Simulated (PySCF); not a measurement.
# Cu⁺: ionisation energy

Cu⁺ [Ar] 3d10 (1S) → Cu²⁺ [Ar] 3d9 (2D), as a difference of total energies. Computed with PySCF 2.14 in dyall-av2z (16s12p7d2f, 101 functions), with the non-relativistic Hamiltonian (point nucleus). Correlated levels: valence: [Ar] frozen; virtual orbitals above 40 to 60 times the deepest correlated orbital energy dropped. The calculations carry no spin-orbit coupling.

```csv
method,ionisation energy (eV)
UHF,17.399
LDA,21.753
PBE,21.131
PBE0,20.440
r2SCAN,20.555
HSE06,20.454
wB97X-V,20.486
B97-3,20.440
TPSSh,20.489
MP2 (valence),20.813
SCS-MP2 (valence),20.393
```

Q: How much does correlation contribute at MP2 (valence)?

A: 20.813 − (17.399) = 3.414 eV, measured against UHF.

A first-order spin-orbit estimate (lowest level to lowest level, LS coupling) adds -0.105 eV.

These non-relativistic numbers lack the scalar-relativistic shift.

Errors of the correlated levels include the incompleteness of this basis and the frozen core.

For comparison: 20.292 eV (measured; NIST Atomic Spectra Database, ionization energies).
